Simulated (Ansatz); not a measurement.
Consider the formal exchange of groups at the Si–C bond: `OC[SiH2][SiH3]` + `OPO` → `OP[SiH2][SiH3]` + `OCO`.

Program: Ansatz. Geometries: PBE0-D4/def2-TZVP. ΔE: electronic, gas phase. CCSD(T)/CBS is the MP2 limit (def2-TZVPP, def2-QZVPP) plus CCSD(T) − MP2 in def2-TZVPP, frozen cores. This one scheme is used for every species. One conformer a species, not always the lowest.

```
             level  ΔE (kJ/mol)
    MP2/def2-TZVPP         53.0
SCS-MP2/def2-TZVPP         54.1
```

(1) What does CCSD(T)/CBS give? (Estimate.)

Largest T1 diagnostic among the species: 0.014.

Answers

(1) Computed: +49.6 kJ/mol. The listed levels differ from it by 3.4, 4.5 kJ/mol.
